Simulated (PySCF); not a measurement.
**Ga²⁺ (gallium, charge +2) across methods**

[Ar] 3d10 4s1, 2S determinant. Calculation: PySCF 2.14, in aug-cc-pwCVDZ-PP with ECP10MDF (6s5p4d1f, 48 functions); scalar relativity through the core potential.

```json
{"method": "r2SCAN0", "E (hartree)": "-258.3479", "mean ε 3d α (eV)": "-43.334", "mean ε 3d β (eV)": "-43.131", "mean ε 4s α (eV)": "-27.924", "Σ⟨r²⟩ (bohr²)": "17.16", "⟨S²⟩": "0.751"}
{"method": "r2SCAN", "E (hartree)": "-258.3564", "mean ε 3d α (eV)": "-40.067", "mean ε 3d β (eV)": "-39.819", "mean ε 4s α (eV)": "-27.055", "Σ⟨r²⟩ (bohr²)": "17.18", "⟨S²⟩": "0.751"}
{"method": "revPBE", "E (hartree)": "-258.5330", "mean ε 3d α (eV)": "-39.696", "mean ε 3d β (eV)": "-39.457", "mean ε 4s α (eV)": "-26.444", "Σ⟨r²⟩ (bohr²)": "17.26", "⟨S²⟩": "0.751"}
{"method": "PBE", "E (hartree)": "-258.4697", "mean ε 3d α (eV)": "-39.787", "mean ε 3d β (eV)": "-39.545", "mean ε 4s α (eV)": "-26.566", "Σ⟨r²⟩ (bohr²)": "17.25", "⟨S²⟩": "0.750"}
{"method": "UHF", "E (hartree)": "-257.39906", "mean ε 3d α (eV)": "-52.006", "mean ε 3d β (eV)": "-51.882", "mean ε 4s α (eV)": "-29.763", "Σ⟨r²⟩ (bohr²)": "17.27", "⟨S²⟩": "0.750"}
{"method": "PW91", "E (hartree)": "-258.5683", "mean ε 3d α (eV)": "-39.910", "mean ε 3d β (eV)": "-39.667", "mean ε 4s α (eV)": "-26.700", "Σ⟨r²⟩ (bohr²)": "17.24", "⟨S²⟩": "0.750"}
{"method": "PBE0", "E (hartree)": "-258.4357", "mean ε 3d α (eV)": "-43.120", "mean ε 3d β (eV)": "-42.910", "mean ε 4s α (eV)": "-27.512", "Σ⟨r²⟩ (bohr²)": "17.21", "⟨S²⟩": "0.750"}
{"method": "LDA", "E (hartree)": "-258.0235", "mean ε 3d α (eV)": "-40.060", "mean ε 3d β (eV)": "-39.829", "mean ε 4s α (eV)": "-26.965", "Σ⟨r²⟩ (bohr²)": "17.24", "⟨S²⟩": "0.750"}
```

(1) Estimate the same row for wB97X.

Energies and moments cover only the electrons outside the core potential.

Results:

(1) E (hartree) = -258.4991; mean ε 3d α (eV) = -45.395; mean ε 3d β (eV) = -45.274; mean ε 4s α (eV) = -29.710; Σ⟨r²⟩ (bohr²) = 17.17; ⟨S²⟩ = 0.750.
